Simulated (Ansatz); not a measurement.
**Molecular dynamics of BCl2HO**

The input (input.yaml):

```yaml
crystal:
  periodic: [false, false, false]
  atoms:
    - { symbol: B, position_ang: [0.040169, 0.055335, 0.020565] }
    - { symbol: O, position_ang: [-0.223763, -0.118757, 1.323711] }
    - { symbol: H, position_ang: [-1.111107, -0.50179, 1.289659] }
    - { symbol: Cl, position_ang: [1.531978, 0.035095, -0.899362] }
    - { symbol: Cl, position_ang: [-1.466603, -0.023293, -0.858064] }
basis:
  gaussian: { orbitals: def2-SVP }
hamiltonian:
  xc: hf
md:
  timestep: 0.5
  n_steps: 250
  ensemble: nve
  temperature: 700.0
  initial_velocities: maxwell_boltzmann
  seed: 873584
```

Run as:

```bash
$ ansatz run input.yaml --threads 1 --pin off --max-ram 2048MiB --backend cpu --events-out ev --progress --plain --runs-dir out
```

It goes on from the last frame of an earlier run, with new velocities.

Output, in part (one step line in 3, the closing report, with atoms numbered from 0):

```
md step     0: t =     0.00 fs  T =   700.0 K  F+E_penalty+E_count = -27725.41527736 eV  E_kin = 0.271446 eV  conserved = -27725.14383136 eV  (34 SCF iters)
md step     3: t =     1.50 fs  T =   677.7 K  F+E_penalty+E_count = -27725.40672292 eV  E_kin = 0.262804 eV  conserved = -27725.14391930 eV  (35 SCF iters)
md step     6: t =     3.00 fs  T =   626.5 K  F+E_penalty+E_count = -27725.38649220 eV  E_kin = 0.242926 eV  conserved = -27725.14356602 eV  (34 SCF iters)
md step     9: t =     4.50 fs  T =   615.2 K  F+E_penalty+E_count = -27725.38240956 eV  E_kin = 0.238579 eV  conserved = -27725.14383054 eV  (34 SCF iters)
md step    12: t =     6.00 fs  T =   610.1 K  F+E_penalty+E_count = -27725.38011955 eV  E_kin = 0.236573 eV  conserved = -27725.14354692 eV  (34 SCF iters)
md step    15: t =     7.50 fs  T =   691.7 K  F+E_penalty+E_count = -27725.41178741 eV  E_kin = 0.268247 eV  conserved = -27725.14354064 eV  (35 SCF iters)
md step    18: t =     9.00 fs  T =   854.7 K  F+E_penalty+E_count = -27725.47539806 eV  E_kin = 0.331420 eV  conserved = -27725.14397810 eV  (34 SCF iters)
md step    21: t =    10.50 fs  T =   975.5 K  F+E_penalty+E_count = -27725.52195571 eV  E_kin = 0.378275 eV  conserved = -27725.14368032 eV  (35 SCF iters)
md step    24: t =    12.00 fs  T =  1095.9 K  F+E_penalty+E_count = -27725.56891526 eV  E_kin = 0.424977 eV  conserved = -27725.14393831 eV  (35 SCF iters)
md step    27: t =    13.50 fs  T =  1161.3 K  F+E_penalty+E_count = -27725.59426761 eV  E_kin = 0.450331 eV  conserved = -27725.14393619 eV  (34 SCF iters)
md step    30: t =    15.00 fs  T =  1177.6 K  F+E_penalty+E_count = -27725.60027955 eV  E_kin = 0.456655 eV  conserved = -27725.14362433 eV  (34 SCF iters)
md step    33: t =    16.50 fs  T =  1226.6 K  F+E_penalty+E_count = -27725.61955874 eV  E_kin = 0.475637 eV  conserved = -27725.14392199 eV  (35 SCF iters)
md step    36: t =    18.00 fs  T =  1244.2 K  F+E_penalty+E_count = -27725.62613284 eV  E_kin = 0.482483 eV  conserved = -27725.14364958 eV  (35 SCF iters)
md step    39: t =    19.50 fs  T =  1294.3 K  F+E_penalty+E_count = -27725.64553151 eV  E_kin = 0.501899 eV  conserved = -27725.14363224 eV  (34 SCF iters)
md step    42: t =    21.00 fs  T =  1379.9 K  F+E_penalty+E_count = -27725.67905404 eV  E_kin = 0.535104 eV  conserved = -27725.14395026 eV  (34 SCF iters)
md step    45: t =    22.50 fs  T =  1430.1 K  F+E_penalty+E_count = -27725.69822117 eV  E_kin = 0.554564 eV  conserved = -27725.14365710 eV  (35 SCF iters)
md step    48: t =    24.00 fs  T =  1511.7 K  F+E_penalty+E_count = -27725.73014080 eV  E_kin = 0.586194 eV  conserved = -27725.14394706 eV  (35 SCF iters)
md step    51: t =    25.50 fs  T =  1545.7 K  F+E_penalty+E_count = -27725.74344143 eV  E_kin = 0.599394 eV  conserved = -27725.14404785 eV  (34 SCF iters)
md step    54: t =    27.00 fs  T =  1493.2 K  F+E_penalty+E_count = -27725.72281569 eV  E_kin = 0.579039 eV  conserved = -27725.14377660 eV  (35 SCF iters)
md step    57: t =    28.50 fs  T =  1408.0 K  F+E_penalty+E_count = -27725.69005932 eV  E_kin = 0.545984 eV  conserved = -27725.14407529 eV  (35 SCF iters)
md step    60: t =    30.00 fs  T =  1265.7 K  F+E_penalty+E_count = -27725.63447830 eV  E_kin = 0.490798 eV  conserved = -27725.14368072 eV  (34 SCF iters)
md step    63: t =    31.50 fs  T =  1188.4 K  F+E_penalty+E_count = -27725.60449244 eV  E_kin = 0.460826 eV  conserved = -27725.14366674 eV  (34 SCF iters)
md step    66: t =    33.00 fs  T =  1180.8 K  F+E_penalty+E_count = -27725.60197605 eV  E_kin = 0.457891 eV  conserved = -27725.14408478 eV  (34 SCF iters)
md step    69: t =    34.50 fs  T =  1117.0 K  F+E_penalty+E_count = -27725.57697515 eV  E_kin = 0.433157 eV  conserved = -27725.14381790 eV  (34 SCF iters)
md step    72: t =    36.00 fs  T =  1017.2 K  F+E_penalty+E_count = -27725.53851531 eV  E_kin = 0.394438 eV  conserved = -27725.14407780 eV  (35 SCF iters)
md step    75: t =    37.50 fs  T =   826.6 K  F+E_penalty+E_count = -27725.46462411 eV  E_kin = 0.320557 eV  conserved = -27725.14406681 eV  (35 SCF iters)
md step    78: t =    39.00 fs  T =   574.2 K  F+E_penalty+E_count = -27725.36628663 eV  E_kin = 0.222650 eV  conserved = -27725.14363679 eV  (35 SCF iters)
md step    81: t =    40.50 fs  T =   387.3 K  F+E_penalty+E_count = -27725.29394247 eV  E_kin = 0.150182 eV  conserved = -27725.14376084 eV  (34 SCF iters)
md step    84: t =    42.00 fs  T =   255.5 K  F+E_penalty+E_count = -27725.24254573 eV  E_kin = 0.099091 eV  conserved = -27725.14345494 eV  (34 SCF iters)
md step    87: t =    43.50 fs  T =   261.3 K  F+E_penalty+E_count = -27725.24467254 eV  E_kin = 0.101310 eV  conserved = -27725.14336233 eV  (34 SCF iters)
md step    90: t =    45.00 fs  T =   419.8 K  F+E_penalty+E_count = -27725.30663477 eV  E_kin = 0.162795 eV  conserved = -27725.14383936 eV  (34 SCF iters)
md step    93: t =    46.50 fs  T =   605.9 K  F+E_penalty+E_count = -27725.37869793 eV  E_kin = 0.234973 eV  conserved = -27725.14372511 eV  (34 SCF iters)
md step    96: t =    48.00 fs  T =   816.6 K  F+E_penalty+E_count = -27725.46075459 eV  E_kin = 0.316665 eV  conserved = -27725.14408945 eV  (34 SCF iters)
md step    99: t =    49.50 fs  T =   943.2 K  F+E_penalty+E_count = -27725.50996187 eV  E_kin = 0.365762 eV  conserved = -27725.14420014 eV  (35 SCF iters)
md step   102: t =    51.00 fs  T =   960.8 K  F+E_penalty+E_count = -27725.51634481 eV  E_kin = 0.372595 eV  conserved = -27725.14374969 eV  (35 SCF iters)
md step   105: t =    52.50 fs  T =   974.0 K  F+E_penalty+E_count = -27725.52171586 eV  E_kin = 0.377690 eV  conserved = -27725.14402636 eV  (55 SCF iters)
md step   108: t =    54.00 fs  T =   946.2 K  F+E_penalty+E_count = -27725.51055995 eV  E_kin = 0.366934 eV  conserved = -27725.14362634 eV  (34 SCF iters)
md step   111: t =    55.50 fs  T =   980.6 K  F+E_penalty+E_count = -27725.52388170 eV  E_kin = 0.380273 eV  conserved = -27725.14360885 eV  (35 SCF iters)
md step   114: t =    57.00 fs  T =  1086.6 K  F+E_penalty+E_count = -27725.56525126 eV  E_kin = 0.421351 eV  conserved = -27725.14389988 eV  (34 SCF iters)
md step   117: t =    58.50 fs  T =  1190.2 K  F+E_penalty+E_count = -27725.60508600 eV  E_kin = 0.461555 eV  conserved = -27725.14353102 eV  (35 SCF iters)
md step   120: t =    60.00 fs  T =  1345.5 K  F+E_penalty+E_count = -27725.66567644 eV  E_kin = 0.521742 eV  conserved = -27725.14393400 eV  (34 SCF iters)
md step   123: t =    61.50 fs  T =  1474.3 K  F+E_penalty+E_count = -27725.71556512 eV  E_kin = 0.571723 eV  conserved = -27725.14384231 eV  (34 SCF iters)
md step   126: t =    63.00 fs  T =  1612.9 K  F+E_penalty+E_count = -27725.76915391 eV  E_kin = 0.625462 eV  conserved = -27725.14369232 eV  (34 SCF iters)
md step   129: t =    64.50 fs  T =  1802.1 K  F+E_penalty+E_count = -27725.84294345 eV  E_kin = 0.698821 eV  conserved = -27725.14412239 eV  (35 SCF iters)
md step   132: t =    66.00 fs  T =  1910.8 K  F+E_penalty+E_count = -27725.88497243 eV  E_kin = 0.740980 eV  conserved = -27725.14399289 eV  (34 SCF iters)
md step   135: t =    67.50 fs  T =  1923.3 K  F+E_penalty+E_count = -27725.88991716 eV  E_kin = 0.745814 eV  conserved = -27725.14410360 eV  (33 SCF iters)
md step   138: t =    69.00 fs  T =  1812.6 K  F+E_penalty+E_count = -27725.84710527 eV  E_kin = 0.702880 eV  conserved = -27725.14422493 eV  (55 SCF iters)
md step   141: t =    70.50 fs  T =  1584.3 K  F+E_penalty+E_count = -27725.75819176 eV  E_kin = 0.614348 eV  conserved = -27725.14384420 eV  (35 SCF iters)
md step   144: t =    72.00 fs  T =  1350.7 K  F+E_penalty+E_count = -27725.66780935 eV  E_kin = 0.523763 eV  conserved = -27725.14404612 eV  (34 SCF iters)
md step   147: t =    73.50 fs  T =  1058.7 K  F+E_penalty+E_count = -27725.55452983 eV  E_kin = 0.410540 eV  conserved = -27725.14398950 eV  (34 SCF iters)
md step   150: t =    75.00 fs  T =   725.3 K  F+E_penalty+E_count = -27725.42469634 eV  E_kin = 0.281261 eV  conserved = -27725.14343534 eV  (34 SCF iters)
md step   153: t =    76.50 fs  T =   490.8 K  F+E_penalty+E_count = -27725.33397417 eV  E_kin = 0.190315 eV  conserved = -27725.14365959 eV  (34 SCF iters)
md step   156: t =    78.00 fs  T =   329.3 K  F+E_penalty+E_count = -27725.27112562 eV  E_kin = 0.127705 eV  conserved = -27725.14342058 eV  (34 SCF iters)
md step   159: t =    79.50 fs  T =   298.2 K  F+E_penalty+E_count = -27725.25899145 eV  E_kin = 0.115620 eV  conserved = -27725.14337159 eV  (35 SCF iters)
md step   162: t =    81.00 fs  T =   407.1 K  F+E_penalty+E_count = -27725.30159822 eV  E_kin = 0.157880 eV  conserved = -27725.14371822 eV  (34 SCF iters)
md step   165: t =    82.50 fs  T =   565.3 K  F+E_penalty+E_count = -27725.36276019 eV  E_kin = 0.219200 eV  conserved = -27725.14356045 eV  (34 SCF iters)
md step   168: t =    84.00 fs  T =   779.7 K  F+E_penalty+E_count = -27725.44628653 eV  E_kin = 0.302335 eV  conserved = -27725.14395187 eV  (35 SCF iters)
md step   171: t =    85.50 fs  T =   948.0 K  F+E_penalty+E_count = -27725.51169169 eV  E_kin = 0.367613 eV  conserved = -27725.14407843 eV  (34 SCF iters)
md step   174: t =    87.00 fs  T =  1040.4 K  F+E_penalty+E_count = -27725.54731682 eV  E_kin = 0.403464 eV  conserved = -27725.14385275 eV  (34 SCF iters)
md step   177: t =    88.50 fs  T =  1113.9 K  F+E_penalty+E_count = -27725.57613916 eV  E_kin = 0.431936 eV  conserved = -27725.14420293 eV  (35 SCF iters)
md step   180: t =    90.00 fs  T =  1076.6 K  F+E_penalty+E_count = -27725.56148431 eV  E_kin = 0.417466 eV  conserved = -27725.14401826 eV  (34 SCF iters)
md step   183: t =    91.50 fs  T =   964.8 K  F+E_penalty+E_count = -27725.51790857 eV  E_kin = 0.374148 eV  conserved = -27725.14376029 eV  (34 SCF iters)
md step   186: t =    93.00 fs  T =   854.2 K  F+E_penalty+E_count = -27725.47509994 eV  E_kin = 0.331231 eV  conserved = -27725.14386898 eV  (34 SCF iters)
md step   189: t =    94.50 fs  T =   764.3 K  F+E_penalty+E_count = -27725.43976240 eV  E_kin = 0.296362 eV  conserved = -27725.14340024 eV  (35 SCF iters)
md step   192: t =    96.00 fs  T =   829.8 K  F+E_penalty+E_count = -27725.46536774 eV  E_kin = 0.321768 eV  conserved = -27725.14360008 eV  (34 SCF iters)
md step   195: t =    97.50 fs  T =   995.0 K  F+E_penalty+E_count = -27725.52973626 eV  E_kin = 0.385823 eV  conserved = -27725.14391365 eV  (34 SCF iters)
md step   198: t =    99.00 fs  T =  1159.3 K  F+E_penalty+E_count = -27725.59328611 eV  E_kin = 0.449547 eV  conserved = -27725.14373926 eV  (34 SCF iters)
md step   201: t =   100.50 fs  T =  1328.3 K  F+E_penalty+E_count = -27725.65922444 eV  E_kin = 0.515074 eV  conserved = -27725.14415087 eV  (34 SCF iters)
md step   204: t =   102.00 fs  T =  1413.0 K  F+E_penalty+E_count = -27725.69178767 eV  E_kin = 0.547932 eV  conserved = -27725.14385552 eV  (34 SCF iters)
md step   207: t =   103.50 fs  T =  1485.3 K  F+E_penalty+E_count = -27725.71971344 eV  E_kin = 0.575968 eV  conserved = -27725.14374531 eV  (35 SCF iters)
md step   210: t =   105.00 fs  T =  1572.4 K  F+E_penalty+E_count = -27725.75387424 eV  E_kin = 0.609754 eV  conserved = -27725.14412025 eV  (35 SCF iters)
md step   213: t =   106.50 fs  T =  1581.3 K  F+E_penalty+E_count = -27725.75706600 eV  E_kin = 0.613178 eV  conserved = -27725.14388775 eV  (34 SCF iters)
md step   216: t =   108.00 fs  T =  1546.2 K  F+E_penalty+E_count = -27725.74380983 eV  E_kin = 0.599605 eV  conserved = -27725.14420515 eV  (35 SCF iters)
md step   219: t =   109.50 fs  T =  1393.8 K  F+E_penalty+E_count = -27725.68462005 eV  E_kin = 0.540483 eV  conserved = -27725.14413683 eV  (34 SCF iters)
md step   222: t =   111.00 fs  T =  1148.5 K  F+E_penalty+E_count = -27725.58898870 eV  E_kin = 0.445380 eV  conserved = -27725.14360883 eV  (35 SCF iters)
md step   225: t =   112.50 fs  T =   967.0 K  F+E_penalty+E_count = -27725.51863455 eV  E_kin = 0.374982 eV  conserved = -27725.14365294 eV  (34 SCF iters)
md step   228: t =   114.00 fs  T =   870.4 K  F+E_penalty+E_count = -27725.48089980 eV  E_kin = 0.337530 eV  conserved = -27725.14337003 eV  (34 SCF iters)
md step   231: t =   115.50 fs  T =   933.5 K  F+E_penalty+E_count = -27725.50545512 eV  E_kin = 0.361993 eV  conserved = -27725.14346261 eV  (35 SCF iters)
md step   234: t =   117.00 fs  T =  1116.7 K  F+E_penalty+E_count = -27725.57704183 eV  E_kin = 0.433022 eV  conserved = -27725.14401977 eV  (34 SCF iters)
md step   237: t =   118.50 fs  T =  1267.1 K  F+E_penalty+E_count = -27725.63526233 eV  E_kin = 0.491341 eV  conserved = -27725.14392160 eV  (34 SCF iters)
md step   240: t =   120.00 fs  T =  1382.9 K  F+E_penalty+E_count = -27725.68044951 eV  E_kin = 0.536255 eV  conserved = -27725.14419410 eV  (34 SCF iters)
md step   243: t =   121.50 fs  T =  1378.8 K  F+E_penalty+E_count = -27725.67894706 eV  E_kin = 0.534673 eV  conserved = -27725.14427372 eV  (35 SCF iters)
md step   246: t =   123.00 fs  T =  1231.7 K  F+E_penalty+E_count = -27725.62145124 eV  E_kin = 0.477625 eV  conserved = -27725.14382618 eV  (35 SCF iters)
md step   249: t =   124.50 fs  T =  1042.7 K  F+E_penalty+E_count = -27725.54835132 eV  E_kin = 0.404327 eV  conserved = -27725.14402395 eV  (34 SCF iters)
md step   250: t =   125.00 fs  T =   966.7 K  F+E_penalty+E_count = -27725.51885542 eV  E_kin = 0.374875 eV  conserved = -27725.14398038 eV  (55 SCF iters)
Total energy: -27725.51885542 eV, -1018.8940249051 hartree
Atom 0 at    -0.115240    -0.085839     0.058582 Å, force     2.247541     0.743011    -2.199256 eV/Å
Atom 1 at     0.155236    -0.102648     1.343892 Å, force    -2.523705    -0.507648     1.245849 eV/Å
Atom 2 at    -0.601164    -0.225750     1.915885 Å, force     0.412229     0.161814    -0.049321 eV/Å
Atom 3 at     1.495728     0.046145    -0.784200 Å, force    -0.719367    -0.138743    -0.456838 eV/Å
Atom 4 at    -1.568510    -0.006413    -1.011734 Å, force     0.583302    -0.258435     1.459565 eV/Å
Dipole moment:    -0.481634    -0.096196     0.461587 e Å
```

All steps were run. The conserved energy stayed within 0.12 meV per atom of its start (net change -0.03 meV per atom), so the integration is sound. The kinetic energy rose, since the run started high on the potential surface and went downhill. A run of 0.12 ps of so small a system gives no equilibrium averages.

The same pairs are bonded in the first frame and the last. Pairs count as bonded within 1.25 times the sum of covalent radii (0.12 Å more for H–H).

Last frame:

```xyz
5
Properties=species:S:1:pos:R:3
B -0.115 -0.086 0.059
O 0.155 -0.103 1.344
H -0.601 -0.226 1.916
Cl 1.496 0.046 -0.784
Cl -1.569 -0.006 -1.012
```

Run time: 3.3 min on 1 thread of Arm Neoverse V1 (shared host), peak memory 0.11 GiB.
